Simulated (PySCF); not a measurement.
(F3Si)2O: 4 charge schemes on one density

(F3Si)2O.
Structure used (PBE0-D3(BJ)/def2-SVP), in Å, numbered top down from 1:
```xyz
9
F6OSi2 angstrom
Si     1.007   -1.234    0.223
F      1.897   -0.798    1.466
F      1.918   -1.258   -1.080
F      0.438   -2.694    0.479
O     -0.220   -0.200    0.025
Si    -1.023    1.182   -0.223
F     -0.129    2.424    0.209
F     -1.398    1.327   -1.760
F     -2.359    1.182    0.635
```

Density: PBE0/pcSseg-1 (PySCF); schemes: Mulliken, IAO, Hirshfeld and ESP-fitted. Geometry: PBE0-D3(BJ)/def2-SVP; no solvent, vibrations or thermal averaging.

Problem. Atoms with like bonding are taken together and averaged. Which atoms carry the lowest charge in the Mulliken, IAO, Hirshfeld and ESP-fitted schemes?

Solution. All schemes agree: Mulliken O5 (-0.678); IAO O5 (-0.875); Hirshfeld O5 (-0.292); ESP-fitted O5 (-0.571).

Problem. Do the Mulliken, IAO, Hirshfeld and ESP-fitted schemes agree on where the charge is highest?

Solution. All schemes agree: Mulliken Si1/Si6 (+1.498); IAO Si1/Si6 (+1.948); Hirshfeld Si1/Si6 (+0.679); ESP-fitted Si1/Si6 (+1.206).

Problem. Tabulate the Mulliken, IAO, Hirshfeld and ESP-fitted charges.

Solution. In e; atoms taken as equivalent share a row and are averaged (×n: the atom named and its like, n in all):

| atom | environment | Mulliken | IAO | Hirshfeld | ESP-fitted |
| --- | --- | --- | --- | --- | --- |
| Si1/Si6 | silicon bonded to 3 F and O | +1.498 | +1.948 | +0.679 | +1.206 |
| F2 (×6) | fluorine bonded to Si | -0.386 | -0.503 | -0.178 | -0.307 |
| O5 | oxygen bonded to 2 Si | -0.678 | -0.875 | -0.292 | -0.571 |

Mean size of the charges over all atoms: IAO 0.866 e, Mulliken 0.666 e, ESP-fitted 0.536 e, Hirshfeld 0.302 e. Each set sums to the total charge, 0, to within 0.001 e. The Hirshfeld scheme weights the molecular density at each point by an atom's share of the summed free-atom densities. The IAO scheme projects the occupied orbitals on a minimal set of polarised atomic orbitals and counts the electrons in each atom's part of it.

Problem. Sum the charges by element, for elements with more than one atom.

Solution. 
| element | atoms | Mulliken | IAO | Hirshfeld | ESP-fitted |
| --- | --- | --- | --- | --- | --- |
| Si | 2 | +2.995 | +3.895 | +1.358 | +2.411 |
| F | 6 | -2.317 | -3.020 | -1.066 | -1.840 |

Problem. How many electrons does the ESP-fitted scheme count on F4?

Solution. Its own charge is -0.302 e, so Z − q = 9.302.
